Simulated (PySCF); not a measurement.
**Question.** What does the PBE0-D3(BJ)/def2-SVP structure of `CNB(C)N` look like in three dimensions?

**Answer.** 
```
atom  x, y, z in Å
C1     1.8525    0.4201    0.4257
N2     0.8163   -0.5705    0.3610
B3    -0.5260   -0.3949   -0.0728
C4    -1.0538    1.0304   -0.5342
N5    -1.4088   -1.5069   -0.0959
H6     2.2780    0.5252    1.4410
H7     1.4509    1.4030    0.1440
H8     2.6948    0.2080   -0.2599
H9     1.1181   -1.4962    0.6402
H10   -0.4961    1.3999   -1.4112
H11   -0.9299    1.7858    0.2594
H12   -2.1197    1.0149   -0.8086
H13   -1.1526   -2.4458    0.1763
H14   -2.3702   -1.4214   -0.3883
```

Any rigid rotation of these coordinates is as good. Atoms count from 1 in this order. N5 (boron-bound nitrogen) is planar (angles 124.4°, 122.1° and 113.5°, sum 360.0°, 0.00 Å off the plane of its three neighbours). Of the pairs four or more bonds apart, C4···H7 is among the closest relative to their van der Waals radii: 2.62 Å, 90 % of the sum of Bondi's values. N2 (boron-bound nitrogen) is planar (angles 127.6°, 118.6° and 113.8°, sum 360.0°, 0.01 Å off the plane of its three neighbours). The 5 heavy atoms lie in one plane (0.007 Å rms).

Bonds between heavy atoms (Å): C1–N2 1.435, N2–B3 1.422, B3–C4 1.588, B3–N5 1.420.

Computed, not measured: PBE0-D3(BJ)/def2-SVP geometry optimisation, gas phase in PySCF.

Point group: near Cs, missed by 0.08 Å at most; the miss may be what the optimiser left on a soft mode. No PBE0-D3(BJ)/def2-SVP frequencies stand behind this structure, so it isn't proved a minimum. The numbers are those of one conformer (C1–N2–B3–C4 -1°).

On Arm Neoverse V2, one thread, shared host with 32 logical CPUs at a one-minute load of 29, this took 44 s of wall time and 0.48 GiB of memory at its peak. This is the geometry optimisation.
